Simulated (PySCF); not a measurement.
Structure with atom numbers: `[CH:1]#[C:2][B:3]([OH:4])[S:5][CH3:6]`; H(Xn) means a hydrogen on atom n.

Geometry: PBE0-D3(BJ)/def2-SVP; GIAO shifts from PySCF 2.14, gas phase, non-relativistic, averaged over equivalent atoms.

At PBE0/aug-cc-pVDZ (187 basis functions, 14 s wall time on 1 thread of an Intel Xeon 6975P-C, shared host):
| atoms | δ (ppm) |
| --- | --- |
| C1 | 93.2 |
| C2 | 81.8 |
| C6 | 12.7 |
| B3 | 32.9 |
| O4 | 149.0 |
| S5 | -15.9 |
| H(O4) | 4.67 |
| H(C1) | 2.78 |
| H(C6) | 2.00 |

δ = σ(ref) − σ, references computed at the same level: ¹³C (195.12 ppm), ¹H (31.39 ppm) against TMS; BF3·OEt2 for ¹¹B (110.17 ppm); ¹⁷O (335.91 ppm) vs H2O; CS2 for ³³S (557.74 ppm).

**Question.** Estimate the result of repeating the calculation with B97-D/pcSseg-2.

**Answer.** 
| atoms | δ at B97-D/pcSseg-2 | change |
| --- | --- | --- |
| C1 | 95.7 | +2.5 |
| C2 | 87.1 | +5.3 |
| C6 | 13.4 | +0.7 |
| B3 | 33.3 | +0.4 |
| O4 | 159.9 | +10.9 |
| S5 | 15.7 | +31.6 |
| H(O4) | 4.98 | +0.31 |
| H(C1) | 2.61 | -0.17 |
| H(C6) | 2.00 | +0.00 |

Referencing at the same level of theory: ¹³C (σref 179.03) and ¹H (σref 31.40) vs TMS; ¹¹B (σref 96.36) against BF3·OEt2; ¹⁷O (σref 325.20) against H2O; ³³S (σref 503.58) against CS2.

The largest change is at S5 (sulfur bonded to C, B). Cost: 293 basis functions, 71 s wall time on 1 thread of an Intel Xeon Platinum 8259CL, shared host. The order of the carbon signals is the same at both levels.

A carbon bonded to boron is broadened by the quadrupolar boron nucleus and is often missing from a measured spectrum. Experimental scales use liquid or dissolved standards, which lie at an offset from isolated H2O (liquid H2O: subtract about 36 ppm).
